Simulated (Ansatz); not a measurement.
Molecule: PO (charge 0, doublet). SMILES: O=[P]
Coordinates optimised at B3LYP-D3(BJ)/def2-TZVP (Ansatz, a quantum-chemistry and plane-wave program):
```
P
O 1 1.4798
```
Charge 0, spin multiplicity 2.

Computed values are from Ansatz. Valence correlation only, unless marked. Open shells are spin-unrestricted. No spin-orbit coupling. No relativistic terms. CBS marks a two-point X^-3 extrapolation of the correlation energy; Hartree-Fock from the larger set (for Q and 5 zeta extrapolated as (X+1)exp(-9√X)).

Q: What is the dipole moment at CCSD(T)/aug-cc-pV(D+d)Z?

A: 1.92 D.

Q: What is the total energy at CCSD(T)/CBS(cc-pV(Q+d)Z,cc-pV(5+d)Z)?

A: -416.0650 Eh.

Q: What is the vertical electron affinity (to the triplet; negative means unbound) at CCSD(T)/CBS(aug-cc-pV(T+d)Z,aug-cc-pV(Q+d)Z)?

A: 1.04 eV.

Q: What is the atomisation energy De at CCSD(T)/CBS(cc-pV(Q+d)Z,cc-pV(5+d)Z)?

A: 596.5 kJ/mol.

Q: What is the T1 diagnostic at CCSD/cc-pV(5+d)Z?

A: 0.025.
